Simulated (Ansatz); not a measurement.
System: SnHBrF, charge 0, doublet. SnHBrF (SMILES [F][SnH][Br], doublet).
B3LYP-D3(BJ)/def2-TZVP minimum from Ansatz (a first-principles code):
```
Sn
F 1 1.9418
H 1 1.7551 2 103.10
Br 1 2.5153 3 108.79 2 110.47
```
Charge 0, spin multiplicity 2.

Atomisation energy term by term, kcal/mol (programs: Ansatz). UHF or UKS for unpaired electrons; spin-orbit terms are left out. Cores are frozen in correlated methods (noble-gas shells, and filled d and f shells in the p block). Past Kr the def2 sets carry scalar-relativistic core potentials. CBS(X,Y): correlation extrapolated as X^-3, Hartree-Fock from the larger set. A bracket is a step between two methods taken in the basis named. Where a partner has so few electrons that a lower coupled-cluster level is exact, that level stands in. Spin-orbit terms, left out, reach several kcal/mol for Br and I, and more for heavier atoms.

| term | basis | kcal/mol |
|---|---|---|
| Hartree-Fock | def2-QZVPP | 154.08 |
| CCSD correlation | CBS(def2-TZVPP,def2-QZVPP) | 72.64 |
| (T) | CBS(def2-TZVPP,def2-QZVPP) | 6.72 |
| CCSDT(Q) - CCSD(T) | def2-SVP | 0.72 |
| sum: De |  | 234.2 |
